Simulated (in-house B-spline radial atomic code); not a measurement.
Whole-atom quantities along the 42-electron series, configuration [Kr] 4d6. Breit and QED terms are first order and not part of the total energy; the density at the nucleus is averaged over the nuclear charge. Computed with an all-electron radial atomic-structure program (B-spline basis): Dirac-Hartree-Fock, average of the configuration, finite nuclei.

```csv
ion,Z,E/Z² (Eh),Σ<r²> (bohr²),n(0)/Z³ (bohr⁻³),Lamb diamagnetic shielding (ppm),repulsion over attraction,Breit energy (eV),self-energy (eV),vacuum polarisation (eV),Dirac less non-relativistic energy (Eh)
Dy24+,66,-2.7344,5.3537,2.4036,7578.63,0.11287,307.65,247.7,-39.818,-521
Ho25+,67,?,?,?,?,?,?,?,?,?
Er26+,68,-2.7644,4.8647,2.5811,7893.48,0.10974,340.7,276.84,-45.786,-595.26
Tm27+,69,-2.7792,4.645,2.6829,8053.2,0.10822,358.15,292.42,-49.06,-635.47
Yb28+,70,?,?,?,?,?,?,?,?,?
Lu29+,71,-2.8084,4.2478,2.8699,8377.28,0.10525,394.96,325.72,-56.208,-722.33
Hf30+,72,-2.8228,4.0678,2.987,8541.93,0.10381,414.36,343.5,-60.136,-769.28
```

Question: Fill in the row of Ho25+.

Answer: E/Z² (Eh): -2.7494; Σ<r²> (bohr²): 5.1004; n(0)/Z³ (bohr⁻³): 2.4948; Lamb diamagnetic shielding (ppm): 7735.34; repulsion over attraction: 0.11129; Breit energy (eV): 323.88; self-energy (eV): 261.94; vacuum polarisation (eV): -42.714; Dirac less non-relativistic energy (Eh): -557.15.

Question: Fill in the row of Yb28+.

Answer: E/Z² (Eh): -2.7938; Σ<r²> (bohr²): 4.4398; n(0)/Z³ (bohr⁻³): 2.7723; Lamb diamagnetic shielding (ppm): 8214.41; repulsion over attraction: 0.10672; Breit energy (eV): 376.23; self-energy (eV): 308.7; vacuum polarisation (eV): -52.525; Dirac less non-relativistic energy (Eh): -677.77.

Question: With what power of Z does the column «self-energy (eV)» change over this range?

Answer: A fit of the logarithm of its size against log Z from Z = 66 to 72 has slope 3.76. One-loop self-energy scales as Z⁴F(Zα), with F falling from low Z to about Z = 90.
